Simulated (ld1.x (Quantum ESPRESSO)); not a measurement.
## What one change does to a pseudopotential (Cr (Z = 24), PAW)

* Element: Cr
* Generator: ld1.x (Quantum ESPRESSO) 7.5
* Type: PAW
* Functional: Wu–Cohen
* Relativity: scalar-relativistic
* Frozen core: [Ar]
* Valence charge: 6
* Reference configuration: 3d5.5 4s0.5 4p0
* Partial waves: 4s (bound): rcut 2.90, rcutus 3.40 bohr; 4s channel at 0.25 Ry: rcut 2.90, rcutus 3.40 bohr; 4p (bound, empty): rcut 3.95, rcutus 4.15 bohr; 4p channel at 0.45 Ry: rcut 3.95, rcutus 4.15 bohr; 3d (bound): rcut 1.90, rcutus 2.50 bohr; 3d channel at 4.35 Ry: rcut 1.90, rcutus 2.50 bohr
* Local potential: all-electron potential smoothed inside 2.10 bohr (lloc = -1)
* Core correction: a·sin(br)/r model core, default radius (ld1.x builds one for every PAW set, though the input has nlcc=.false.)
* Augmentation charge: PSQ, inside the norm-conserving radii

All-electron outer shells of the reference configuration (Wu–Cohen, scalar-relativistic, ld1.x):

```tsv
shell	level (eV)	outermost node (bohr)	outermost maximum (bohr)
3s	-72.43	0.36	0.78
3p	-44.05	0.33	0.80
4s	-3.69	1.12	2.78
3d	-1.93	–	0.85
4p	-0.79	1.26	3.99
```

Change: wave 3d channel at 4.35 Ry: rcut 1.90, rcutus 2.50 bohr becomes 3d channel at 0.21 Ry: rcut 1.90, rcutus 2.50 bohr.

Cutoffs: the cutoffs (Ry, on a coarse ladder) from which the occupation-weighted sum of valence levels, in a spherical-Bessel basis at the reference potential, stays within 10 and 1 mRy of its value at 400 Ry; they do not see the model core or the augmentation charge, which bear on the density cutoff. Errors are all-electron minus pseudo energies relative to the spin-unpolarised reference configuration.

Q: How do hardness, ghosts and transferability respond?

A: The potential gets softer (15 Ry and 25 Ry → 15 Ry and 21 Ry); of the 7 tests that both files solve, the error grows in 3 and shrinks in 2 by more than 15 % and 0.3 meV (median size 16.6 → 9.3 meV); the range in which the d phases agree widens (upper end 0.3 → 2.2); neither file shows a bound ghost at the reference potential, the only one tested.

| quantity | base | changed |
| --- | --- | --- |
| cutoff, loose | 15 Ry | 15 Ry |
| cutoff, tight | 25 Ry | 21 Ry |
| bound ghosts | none | none |
| error for 3d5 4s1 4p0, meV [ΔE -0.72 eV] | -7.8 | -9.3 |
| error for 3d5 4s0 4p0, meV [ΔE 6.12 eV] | -17 | -5.3 |
| error for 3d4 4s0 4p0, meV [ΔE 22.14 eV] | -236 | -233 |
| error for 3d3 4s0 4p0, meV [ΔE 52.87 eV] | -1159 | -1392 |
| error for 3d4 4s1 4p1, meV [ΔE 2.84 eV] | -89 | -115 |
| error for 3d5 4s0 4p1, meV [ΔE 2.45 eV] | -6.7 | -4.1 |
| error for 3d6 4s0 4p0, meV [ΔE 1.00 eV] | -6.9 | -6.6 |
| s: phases at 4.50 bohr within 0.05 rad from the reference energy up to (Ry; the scan ends near 5) | 1.0 | 1.0 |
| p: phases at 4.50 bohr within 0.05 rad from the reference energy up to (Ry; the scan ends near 5) | 1.2 | 1.2 |
| d: phases at 4.50 bohr within 0.05 rad from the reference energy up to (Ry; the scan ends near 5) | 0.3 | 2.2 |
| lowest overlap eigenvalue by channel | s 0.30, p 0.54, d 0.87 | s 0.30, p 0.54, d 0.97 |

Base: These tests converged, but a pseudo level misses the all-electron one widely, so the file describes the atom poorly there or has found another state: 3d3 4s0 4p0: empty 4s by 3.6 eV (a node warning on the way). Changed file: These tests converged, but a pseudo level misses the all-electron one widely, so the file describes the atom poorly there or has found another state: 3d3 4s0 4p0: empty 4s by 4.3 eV (a node warning on the way).
